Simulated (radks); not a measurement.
Values are calculated unless marked as measured or tabulated.
Coulomb parameter of the 5d shell of the platinum ion Pt+ in the model configuration [Xe] 4f14 5d8 6p1, as a second difference U = [E(n + 1) + E(n - 1) - 2 E(n)] / (1)^2 with all orbitals relaxed. "Bare": the charge of the atom changes with n. "Screened": the 6p shell takes up the change at fixed total charge, which measures U(5d,5d) + U(6p,6p) - 2 U(5d,6p). Level of theory: scalar-relativistic Kohn-Sham, r2SCAN, spin-unpolarised, spherical densities, finite nucleus; meta-GGA in the generalised Kohn-Sham scheme; Fermi nuclear charge, rms radius 5.427 fm (a radial shooting solver on a logarithmic mesh with Libxc functionals).

case	configuration	E - E(n) (eV)
start	[Xe] 4f14 5d8 6p1	0.000
bare +1	[Xe] 4f14 5d9 6p1	-13.157
bare -1	[Xe] 4f14 5d7 6p1	24.123
screened +1	[Xe] 4f14 5d9	-9.339
screened -1	[Xe] 4f14 5d7 6p2	11.631

U(bare) = 10.966 eV, U(screened by 6p) = 2.292 eV, against the Slater integral F0(5d,5d) = 15.731 eV with frozen orbitals.
